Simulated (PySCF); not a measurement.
Correlation energy of Pb⁺ (lead, charge +1)

[Xe] 4f14 5d10 6s1 6p1 7s1, high-spin 4P determinant (an excited configuration). Computed with PySCF 2.14 in aug-cc-pVQZ-PP with ECP60MDF, with scalar relativity through the core potential. Frozen: 5s2 5p6 5d10; 3 electrons correlated.

| level | correlation energy (mhartree) |
| --- | --- |
| CCSD | -10.69 |
| (T) | -0.09 |
| CCSD(T) | -10.78 |

Diagnostics: T1 = 0.0099, D1 = 0.0233, largest double amplitude 0.034.

Spin-orbit coupling, absent here, splits the open shell strongly. The outer electron is Rydberg-like, and this basis confines it to a smaller radius and binds it less than a complete one would.

Cost of the coupled-cluster step: about 5 core-seconds, for 3 correlated electrons.
